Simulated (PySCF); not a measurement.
A PySCF script (with the pyscf-properties extension) for the NMR shieldings of `InChI=1S/C7H15BO/c1-6-3-7(9-2)5-8-4-6/h6-8H,3-5H2,1-2H3/t6-,7+/m1/s1`, on a GFN2-xTB geometry:

```python
import basis_set_exchange as bse
import numpy as np
from pyscf import gto, dft
from pyscf.prop import nmr

atoms = """
C     3.374450    0.419315    0.186499
O     2.112046    0.982208   -0.043854
C     1.020849    0.078556    0.081317
C     0.942779   -0.924187   -1.078741
B    -0.467969   -1.579828   -1.301203
C    -1.743814   -0.901412   -0.689621
C    -1.475208    0.073447    0.463999
C    -2.695032    0.950969    0.735961
C    -0.247247    0.928771    0.154969
H     3.409318   -0.095759    1.155815
H     3.663511   -0.289885   -0.598259
H     4.083027    1.246300    0.193348
H     1.132531   -0.478295    1.028765
H     1.173079   -0.372664   -1.998745
H     1.736608   -1.669023   -0.982584
H    -0.569979   -2.520836   -1.993443
H    -2.199246   -0.336895   -1.513406
H    -2.507630   -1.622391   -0.387810
H    -1.264879   -0.511652    1.366982
H    -2.918393    1.572405   -0.129036
H    -2.518810    1.604025    1.587889
H    -3.566843    0.336046    0.950434
H    -0.377560    1.445827   -0.796878
H    -0.107324    1.684725    0.929391
"""
names = dict.fromkeys(["C", "O", "B", "H"], "pcSseg-1")
basis = {el: gto.basis.parse(bse.get_basis(n, elements=[el], fmt="nwchem")) for el, n in names.items()}
mol = gto.M(atom=atoms, basis=basis, charge=0, verbose=0)
mf = dft.RKS(mol, xc="PBE0")
mf.grids.level = 2
mf.grids.alignment = dft.numint.BLKSIZE   # the property module wants whole blocks of grid points
mf.conv_tol = 1e-9
mf.kernel()

calc = nmr.RKS(mf)   # GIAO
C = mf.mo_coeff
Co = C[:, mf.mo_occ > 0]
resp = mf.gen_response(singlet=True, hermi=2)
def vind(x):   # induced exchange potential for any number of trial vectors
    d = np.einsum("pi,xij,qj->xpq", C, 2 * x.reshape(-1, C.shape[1], Co.shape[1]), Co, optimize=True)
    return np.einsum("xpq,pi,qj->xij", resp(d - d.transpose(0, 2, 1)), C, Co, optimize=True).ravel()
mo1, _ = nmr.rhf.solve_mo1(calc, with_cphf=vind)
sigma = calc.kernel(mo1)
for i, s in enumerate(sigma):   # ppm
    print("%2d %-2s %9.2f" % (i, mol.atom_pure_symbol(i), np.trace(s) / 3))
```

**Question.** What are the results?

**Answer.** 
```
 0 C     129.40
 1 O     277.89
 2 C     102.48
 3 C     150.82
 4 B      10.33
 5 C     146.84
 6 C     153.48
 7 C     159.10
 8 C     139.89
 9 H      28.68
10 H      27.93
11 H      27.86
12 H      28.42
13 H      30.93
14 H      28.92
15 H      23.67
16 H      31.24
17 H      29.65
18 H      30.22
19 H      30.94
20 H      30.47
21 H      30.49
22 H      30.66
23 H      29.79
```

These numbers come from an equivalent density-fitted implementation of the same equations, which agrees with the script to about 0.01 ppm for H and up to a few tenths of a ppm for heavy atoms, so last digits may differ.

Size and cost of the density-fitted run: 228 basis functions, 40 s wall time on 1 thread of an Arm Neoverse V2, shared host; peak memory 1.1 GiB.
